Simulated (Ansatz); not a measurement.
The multiplicity is imposed and other spin states were not computed.

Species: [Au(H2O)(Cl)] (charge 0, multiplicity 1), formula H2AuClO.

### Question
How many basis functions does frozen-core CCSD(T)/def2-TZVPP // PBE-D3(BJ)/def2-SVP (Ansatz, a quantum-chemistry and plane-wave program) use, how many core orbitals are frozen, and how many electrons are correlated?

### Answer
157 basis functions and 6 frozen orbitals, which leaves 34 correlated electrons. Core time is of the order of seconds.
